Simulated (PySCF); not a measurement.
**Calculated NMR parameters of CC(C)[Si@@H]([SiH3])OC(=O)[SiH3]**

```
Formula                               : C4H14O2Si3
SMILES                                : CC(C)[Si@@H]([SiH3])OC(=O)[SiH3]
Point group of the computed structure : C1
Degrees of unsaturation               : 1
Carbon signals                        : 4
Proton signals                        : 6
```

Structure with atom numbers: `[CH3:1][CH:2]([CH3:3])[Si@@H:4]([SiH3:5])[O:6][C:7](=[O:8])[SiH3:9]` (H(Xn): hydrogen on atom n).

In vacuum, one computed conformer, averaged over atoms made equivalent by symmetry, fast rotation or ring inversion, non-relativistic. σ from GIAO-PBE0/pcSseg-1; GFN2-xTB structure; PySCF 2.14.0 with density-fitted response routines.

Referencing at the same level of theory: 1H and 13C and 29Si against TMS; H2O for 17O.

| carbon | δC, type | δH (multiplicity) | HMBC from (2–3 bonds) | span of the C tensor (ppm) |
| --- | --- | --- | --- | --- |
| C1 | 17.5, CH3 | 1.01 (m) | H(Si4), H(C3), H(C2) | 33 |
| C2 | 21.2, CH | 1.16 (m) | H(Si4), H(Si5), H(C3), H(C1) | 12 |
| C3 | 22.5, CH3 | 1.40 (d) | H(Si4), H(C2), H(C1) | 33 |
| C7 | 189.6, C | – | H(Si4), H(Si9) | 179 |

Other nuclei:
```
 atoms  nucleus                               environment  δ (ppm)  σ (ppm)
H(Si4)       1H  hydrogen on a silicon bonded to C, O, Si     4.76    26.95
H(Si9)       1H         hydrogen on a silicon bonded to C     4.06    27.66
H(Si5)       1H        hydrogen on a silicon bonded to Si     3.75    27.97
   Si4     29Si             silicon bonded to C, O, Si, H     -1.8    350.9
   Si9     29Si                  silicon bonded to C, 3 H    -84.9    434.1
   Si5     29Si                 silicon bonded to Si, 3 H   -123.4    472.6
    O8      17O                           carbonyl oxygen    524.7   -188.6
    O6      17O                    oxygen bonded to C, Si    241.4     94.7
```

- Carbon types of the structure: 1 × C, 1 × CH, 2 × CH3, leaving 7 H on heteroatoms.
- δC 189.6: carbonyl carbon.
- δC 22.5, 17.5: methyl carbon; a saturated carbon with 1 carbon neighbour and no heteroatom attached.
- δH 4.06: hydrogen on a silicon bonded to C.
- δH 3.75: hydrogen on a silicon bonded to Si.
- δH 1.16: hydrogen on an sp3 CH bonded to Si.

Shifts are as computed. Against solution values, carbons near 30 ppm lie about +3 ppm off and those near 130 ppm about +5 ppm. Of 1211 compounds with measured shifts, 218 miss one by over three times the rms of a fit or turn the order of signals round; such compounds aren't used in these exercises. Unscaled 17O shifts of doubly bonded oxygen tend to come out too high, by tens of ppm or more. Experimental scales use liquid or dissolved standards, which lie at an offset from isolated H2O (liquid H2O: subtract about 36 ppm). Multiplicities follow the n + 1 count of equivalent neighbours, as no J values were calculated; m marks all less simple cases, F and P coupling included.
